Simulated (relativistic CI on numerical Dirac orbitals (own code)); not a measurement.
Cr⁶⁺ in a cubic cluster: 2p photoemission with charge transfer

Computed with a charge-transfer multiplet model of a cubic metal-ligand cluster with up to 2 ligand holes, Slater and spin-orbit integrals from Dirac-Coulomb-Breit ions, Slater integrals scaled by 0.8. The ground state mixes d0 with configurations of k ligand holes L, whose averages lie at kΔ + k(k − 1)U_dd/2; a core hole lowers each added d electron by U_cd. 300 K, Lorentzian 0.6 eV and Gaussian 0.8 eV FWHM.

Atomic integrals in eV (Slater integrals scaled, ζ unscaled), ground: F2dd 9.377, F4dd 5.906, zeta_d 0.039; with the core hole: F2dd 9.377, F4dd 5.906, zeta_d 0.067, zeta_core 5.617, F2cd 6.891, G1cd 5.439, G3cd 3.098. Where a configuration has fewer than two d electrons, the dd integrals are those of d2.

Cluster parameters (eV): Δ = -0.2, U_dd = 4.8, 10Dq = 2.2, 10Dq(ligand) = 0.7, V(eg) = 4.25, V(t2g) = -2.13, final-state hopping factor = 0.8.

| Case | n_d | d0 | d1L | d2L2 | S |
| --- | --- | --- | --- | --- | --- |
| U_cd = 5.9 eV | 1.00 | 0.23 | 0.54 | 0.23 | 0.00 |
| U_cd = 6.5 eV | 1.00 | 0.23 | 0.54 | 0.23 | 0.00 |
| U_cd = 7.1 eV | 1.00 | 0.23 | 0.54 | 0.23 | 0.00 |

Weights, n_d and S are thermal averages at 300 K. Binding energies count from the first peak over 30 % of the highest in each spectrum, which can be another peak from case to case. The parameters are a model scan and need not match a compound or its usual spin state. Peaks in eV (height, largest 100):
- U_cd = 5.9 eV: 0.0 (100), 6.4 (6), 9.2 (34)
- U_cd = 6.5 eV: 0.0 (100), 9.1 (35)
- U_cd = 7.1 eV: 0.0 (100), 3.8 (5), 9.2 (35), 17.0 (6)

A d0 ion has no d-d gap: its lowest excitations are ligand-to-metal charge transfer. With the core hole the configuration with one ligand hole lies at Δ − U_cd = -6.1, -6.7, -7.3 eV from the one without, in the order of the table; where this is negative the screened configuration lies lower, though the effective hopping of about 7.5 eV (from the holes of the mixed ground state) mixes the two strongly wherever it is as large as the gap.

With at most 2 ligand holes the space is cut while the next configuration still counts, so covalency is underestimated, and a final configuration with one more ligand hole, which can lie low, is missing from the spectra.
